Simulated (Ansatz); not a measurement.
KNa3. Charge 0, multiplicity 1. Geometry r2SCAN/def2-TZVP.

```xyz
4

Na    0.457    0.997    1.137
Na   -0.692   -0.860   -1.128
Na   -2.904    1.720    0.076
K     3.139   -1.857   -0.084
```

The restricted singlet is unstable towards broken spin symmetry at other levels; at PBE/def2-SVP, r2SCAN/def2-TZVPD, BHLYP/def2-TZVP this wasn't settled. At PBE/def2-TZVP, PBE0/def2-TZVP the restricted singlet is unstable: a solution with broken spin symmetry lies lower. The geometry of the singlet was relaxed on an unsound state (restricted singlet, unstable towards broken spin symmetry). The structure comes from a short search, and lower isomers may exist.

(1) Estimate the orbital energies around the gap (eV) in Ansatz with PBE/def2-SVP, PBE/def2-TZVP, r2SCAN/def2-TZVPD, PBE0/def2-TZVP, BHLYP/def2-TZVP.

## Answers

(1) 
```json
{"orbital": "HOMO−5", "PBE/def2-SVP": "-27.50", "PBE/def2-TZVP": "-27.63", "r2SCAN/def2-TZVPD": "-28.68", "PBE0/def2-TZVP": "-30.99", "BHLYP/def2-TZVP": "-34.34"}
{"orbital": "HOMO−4", "PBE/def2-SVP": "-18.60", "PBE/def2-TZVP": "-18.41", "r2SCAN/def2-TZVPD": "-19.12", "PBE0/def2-TZVP": "-20.45", "BHLYP/def2-TZVP": "-22.28"}
{"orbital": "HOMO−3", "PBE/def2-SVP": "-18.60", "PBE/def2-TZVP": "-18.40", "r2SCAN/def2-TZVPD": "-19.11", "PBE0/def2-TZVP": "-20.44", "BHLYP/def2-TZVP": "-22.28"}
{"orbital": "HOMO−2", "PBE/def2-SVP": "-18.56", "PBE/def2-TZVP": "-18.37", "r2SCAN/def2-TZVPD": "-19.08", "PBE0/def2-TZVP": "-20.41", "BHLYP/def2-TZVP": "-22.25"}
{"orbital": "HOMO−1", "PBE/def2-SVP": "-3.63", "PBE/def2-TZVP": "-3.63", "r2SCAN/def2-TZVPD": "-3.61", "PBE0/def2-TZVP": "-4.16", "BHLYP/def2-TZVP": "-4.61"}
{"orbital": "HOMO", "PBE/def2-SVP": "-2.47", "PBE/def2-TZVP": "-2.47", "r2SCAN/def2-TZVPD": "-2.44", "PBE0/def2-TZVP": "-2.81", "BHLYP/def2-TZVP": "-3.06"}
{"orbital": "LUMO", "PBE/def2-SVP": "-2.02", "PBE/def2-TZVP": "-2.05", "r2SCAN/def2-TZVPD": "-1.85", "PBE0/def2-TZVP": "-1.56", "BHLYP/def2-TZVP": "-1.06"}
{"orbital": "LUMO+1", "PBE/def2-SVP": "-1.56", "PBE/def2-TZVP": "-1.57", "r2SCAN/def2-TZVPD": "-1.40", "PBE0/def2-TZVP": "-1.17", "BHLYP/def2-TZVP": "-0.76"}
{"orbital": "LUMO+2", "PBE/def2-SVP": "-1.18", "PBE/def2-TZVP": "-1.28", "r2SCAN/def2-TZVPD": "-1.23", "PBE0/def2-TZVP": "-0.84", "BHLYP/def2-TZVP": "-0.23"}
{"orbital": "LUMO+3", "PBE/def2-SVP": "-0.74", "PBE/def2-TZVP": "-0.85", "r2SCAN/def2-TZVPD": "-0.81", "PBE0/def2-TZVP": "-0.41", "BHLYP/def2-TZVP": "0.20"}
{"orbital": "LUMO+4", "PBE/def2-SVP": "-0.59", "PBE/def2-TZVP": "-0.67", "r2SCAN/def2-TZVPD": "-0.53", "PBE0/def2-TZVP": "-0.23", "BHLYP/def2-TZVP": "0.27"}
{"orbital": "LUMO+5", "PBE/def2-SVP": "-0.42", "PBE/def2-TZVP": "-0.55", "r2SCAN/def2-TZVPD": "-0.39", "PBE0/def2-TZVP": "-0.09", "BHLYP/def2-TZVP": "0.36"}
```
